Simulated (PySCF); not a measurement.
`CN(C(C)C)C=O`, C$_{5}$H$_{11}$NO

Molfile (atoms numbered from 1):
```
C5H11NO
     RDKit          3D

 18 17  0  0  0  0  0  0  0  0999 V2000
    1.2483    1.2639    0.0207 C   0  0  0  0  0  0  0  0  0  0  0  0
    0.4222    0.1269    0.6181 C   0  0  0  0  0  0  0  0  0  0  0  0
    1.1898   -1.1942    0.5855 C   0  0  0  0  0  0  0  0  0  0  0  0
   -0.8758    0.0049   -0.0357 N   0  0  0  0  0  0  0  0  0  0  0  0
   -0.9265   -0.2225   -1.4569 C   0  0  0  0  0  0  0  0  0  0  0  0
   -1.9921    0.1142    0.7030 C   0  0  0  0  0  0  0  0  0  0  0  0
   -2.0360    0.3125    1.8943 O   0  0  0  0  0  0  0  0  0  0  0  0
    1.5795    1.0244   -0.9872 H   0  0  0  0  0  0  0  0  0  0  0  0
    0.6663    2.1819   -0.0057 H   0  0  0  0  0  0  0  0  0  0  0  0
    2.1284    1.4330    0.6351 H   0  0  0  0  0  0  0  0  0  0  0  0
    0.1826    0.3690    1.6595 H   0  0  0  0  0  0  0  0  0  0  0  0
    2.0650   -1.1204    1.2253 H   0  0  0  0  0  0  0  0  0  0  0  0
    0.5622   -2.0029    0.9523 H   0  0  0  0  0  0  0  0  0  0  0  0
    1.5245   -1.4328   -0.4218 H   0  0  0  0  0  0  0  0  0  0  0  0
   -0.5415    0.6405   -2.0050 H   0  0  0  0  0  0  0  0  0  0  0  0
   -1.9583   -0.3910   -1.7604 H   0  0  0  0  0  0  0  0  0  0  0  0
   -0.3387   -1.1014   -1.7253 H   0  0  0  0  0  0  0  0  0  0  0  0
   -2.9084    0.0002    0.0925 H   0  0  0  0  0  0  0  0  0  0  0  0
  1  2  1  0
  2  3  1  0
  2  4  1  0
  4  5  1  0
  4  6  1  0
  6  7  2  0
  1  8  1  0
  1  9  1  0
  1 10  1  0
  2 11  1  0
  3 12  1  0
  3 13  1  0
  3 14  1  0
  5 15  1  0
  5 16  1  0
  5 17  1  0
  6 18  1  0
M  END
```

The calculation used GIAO B97-2/pcSseg-1 magnetisability, rotational g tensor and spin-rotation constants, non-relativistic, gas phase in PySCF 2.14.0. Geometry: GFN2-xTB.

**Question.** What are the magnetisability and the molar susceptibility?

**Answer.** Isotropic -1153 × 10⁻³⁰ J/T², or -69.4 × 10⁻⁶ cm³/mol; principal values -1291, -1092, -1077 × 10⁻³⁰ J/T², anisotropy 207 × 10⁻³⁰ J/T² (root of half the summed squared differences of the principal values). The susceptibility is in cgs units.

**Question.** Split it along the inertial axes a, b, c into diamagnetic and paramagnetic parts about the centre of mass, with the quadrupole moment.

**Answer.** 
| axis | χ (10⁻⁶ cm³/mol) | diamagnetic (10⁻⁶ cm³/mol) | paramagnetic (10⁻⁶ cm³/mol) | summed x² of all electrons (Å²) | quadrupole Θ (D Å) |
| --- | --- | --- | --- | --- | --- |
| a | -65.7 | -479.6 | 413.9 | 120.0 | -5.15 |
| b | -65.0 | -701.6 | 636.5 | 67.6 | +3.37 |
| c | -77.6 | -795.9 | 718.3 | 45.4 | +1.78 |

Anisotropies 2χaa − χbb − χcc = +11.2 and 2χbb − χaa − χcc = +13.2 × 10⁻⁶ cm³/mol. Θ is traceless in Buckingham's convention.

**Question.** And the rotational g tensor?

**Answer.** 
```tsv
axis	rotational constant (GHz)	g	nuclear part	electronic part
a	3.3747	-0.0181	0.6380	-0.6562
b	2.0456	-0.0165	0.5952	-0.6117
c	1.7654	-0.0030	0.5927	-0.5957
```
Asymmetric top; isotopes 12C, 1H, 14N, 16O; no vibrational averaging.
